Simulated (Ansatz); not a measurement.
Molecule: sum formula BNH3 (charge -1, singlet). It need not be the lowest isomer of its formula. Whether it binds its extra electron was not tested at this geometry. 
Structure (B3LYP-D3(BJ)/def2-TZVP (Ansatz, an electronic-structure program) minimum search):
```
B
N 1 1.3697
H 2 1.0230 1 110.79
H 1 1.2329 2 120.53 3 -180.00
H 1 1.2415 4 113.63 2 180.00
```
Charge -1, spin multiplicity 1.

Basis-set convergence of Hartree-Fock and CCSD correlation energies (hartree) with Ansatz. Correlated levels leave the core frozen unless marked. Spin-orbit coupling is left out. No relativistic terms. This anion needs diffuse functions, which these sets lack.

```
basis    functions       E(HF)  E(corr, CCSD)
-------  ---------  ----------  -------------
cc-pVDZ         43   -80.85528       -0.30193
cc-pVTZ        102   -80.88696       -0.36120
cc-pVQZ        200  (withheld)     (withheld)
```

### Question
Some entries are withheld; supply them.

### Answer

- cc-pVQZ, E(HF): -80.89574
- cc-pVQZ, E(corr, CCSD): -0.37980
